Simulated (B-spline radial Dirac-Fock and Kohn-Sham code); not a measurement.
# How the levels of hafnium move as electrons are removed

Level of theory: Dirac-Fock energy differences between relaxed states, corrected for Breit and QED terms; a radial B-spline solver. Each ion is free and in its tabulated ground configuration. No correlation.

Reference: Hf⁶⁺, [Kr] 4d10 4f13 5s2 5p5, with M3 (3p3/2) 2212.2 eV, M4 (3d3/2) 1816.0 eV, M5 (3d5/2) 1761.4 eV, N4 (4d3/2) 322.6 eV, N6,7 (4f) 110.7 eV, Kα1 (K-L3) 55779.4 eV, Kβ1 (K-M3) 63226.9 eV, Lα1 (L3-M5) 7898.2 eV. Shifts from it, in eV (a dash: the subshell is empty, belongs to an open shell averaged over j, or its hole state is left out as unreliable):

| ion | configuration | M3 (3p3/2) | M4 (3d3/2) | M5 (3d5/2) | N4 (4d3/2) | N6,7 (4f) | Kα1 | Kβ1 | Lα1 |
| --- | --- | --- | --- | --- | --- | --- | --- | --- | --- |
| Hf⁷⁺ | [Kr] 4d10 4f13 5s2 5p4 | +20.9 | +21.0 | +21.0 | +20.7 | +20.4 | +0.67 | +1.29 | +0.48 |
| Hf⁸⁺ | [Kr] 4d10 4f13 5s2 5p3 | +42.5 | +42.8 | +42.8 | +42.0 | +41.4 | +1.37 | +2.67 | +1.04 |
| Hf⁹⁺ | [Kr] 4d10 4f13 5s2 5p2 | +64.8 | +65.3 | +65.2 | +64.0 | +63.1 | +2.15 | +4.20 | +1.64 |
| Hf¹⁰⁺ | [Kr] 4d10 4f12 5s2 5p2 | +99.8 | +100.0 | +100.0 | +95.2 | +94.1 | +1.31 | +2.29 | +0.72 |

Over this range M3 (3p3/2) moves by +99.8 eV and Kα1 by +1.3 eV: a line is a difference of two levels that shift in the same direction.

Values without a named source are computed, but for edge energies of neutral atoms, which are taken from tables.
